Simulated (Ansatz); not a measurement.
`C=C([SiH3])OC` + `[OH][GeH2][O][SiH3]` → `[SiH3][O][GeH2][O][SiH3]` + `C=COC`  (ligand exchange at the Si–C bond)

Program: Ansatz. Geometries: PBE0-D4/def2-TZVP. ΔE: electronic, gas phase. CCSD(T)/CBS is the MP2 limit (def2-TZVPP, def2-QZVPP) plus CCSD(T) − MP2 in def2-TZVPP, frozen cores. Functionals use def2-TZVPP. B3LYP here is the variant with VWN-RPA as its local correlation; programs differ in this. For Ge outer-core shells are correlated without core-valence functions, which leaves a few kJ/mol of doubt a bond. Scalar relativity is left out up to krypton. One conformer a species, not always the lowest.

| level | ΔE (kJ/mol) | difference from CCSD(T)/CBS |
| --- | --- | --- |
| PBE-D4 | -92.0 | 15.1 |
| r2SCAN-D4 | -104.3 | 2.8 |
| PBE0-D4 | -99.7 | 7.4 |
| B3LYP-D4 | -108.4 | -1.3 |
| ωB97X-V | -106.5 | 0.6 |
| ωB97M-V | -105.7 | 1.4 |
| B2PLYP | -108.9 | -1.8 |
| PBE | -91.3 | 15.8 |
| r2SCAN | -104.0 | 3.1 |
| PBE0 | -98.9 | 8.2 |
| B3LYP | -107.4 | -0.3 |
| HF/def2-TZVPP | -129.4 | -22.3 |
| MP2/def2-TZVPP | -107.8 | -0.7 |
| SCS-MP2/def2-TZVPP | -111.7 | -4.6 |
| CCSD/def2-TZVPP | -110.8 | -3.7 |
| CCSD(T)/def2-TZVPP | -107.1 | 0.0 |
| HF/def2-QZVPP | -131.3 | -24.2 |
| MP2/def2-QZVPP | -108.4 | -1.3 |
| SCS-MP2/def2-QZVPP | -112.3 | -5.2 |
| HF/CBS(def2) | -131.5 | -24.4 |
| MP2/CBS(def2) | -107.8 | -0.7 |
| CCSD/CBS(def2) | -110.8 | -3.7 |
| CCSD(T)/CBS | -107.1 | 0 |

Largest T1 diagnostic among the species: 0.013.

From PBE to PBE0 (25 % exact exchange), in def2-TZVPP and without D4, ΔE moves by −7.6 kJ/mol. In def2-TZVPP, CCSD(T) changes the Hartree–Fock value by +22.3 kJ/mol (the triples alone add +3.7 kJ/mol) and MP2 by +21.6 kJ/mol.
